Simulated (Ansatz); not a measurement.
Species: sum formula BNH₃, charge 1, multiplicity 1. It need not be the lowest isomer of its formula. 
Coordinates optimised at B3LYP-D3(BJ)/def2-TZVP (Ansatz, a first-principles code):
SMILES: B=[NH2+]
```xyz
5

B      0.7546     0.2085     0.0423
N     -0.5076    -0.1403    -0.0284
H      1.8793     0.5193     0.1053
H     -1.2805     0.5223     0.0551
H     -0.8187    -1.1024    -0.1727
```
Charge +1, spin multiplicity 1.

Quantity: vertical electron affinity (to the doublet state of charge +0; a negative value means that the extra electron is unbound and the number depends on the basis; each state is the SCF solution reached for its spin), in eV. Valence correlation only, unless marked. Open shells are spin-unrestricted. Spin-orbit coupling is left out. No relativistic terms. Basis-set limits of correlation are two-point, X^-3; Hartree-Fock from the larger set.

| level | program | vertical electron affinity (eV) |
|---|---|---|
| PBE/def2-TZVPD | Ansatz | 6.43 |
| wB97M-V/def2-TZVPD | Ansatz | ___ |
| wB97X-V/def2-TZVPD | Ansatz | 6.16 |
| SCS-MP2/aug-cc-pVDZ | Ansatz | 5.89 |
| SCS-MP2/aug-cc-pVTZ | Ansatz | 5.96 |
| CCSD(T)/CBS(def2-TZVPPD,def2-QZVPPD) | Ansatz | ___ |

Problem. Fill in the missing entries.

Solution. 
- wB97M-V/def2-TZVPD, vertical electron affinity (eV): 6.13
- CCSD(T)/CBS(def2-TZVPPD,def2-QZVPPD), vertical electron affinity (eV): 6.19
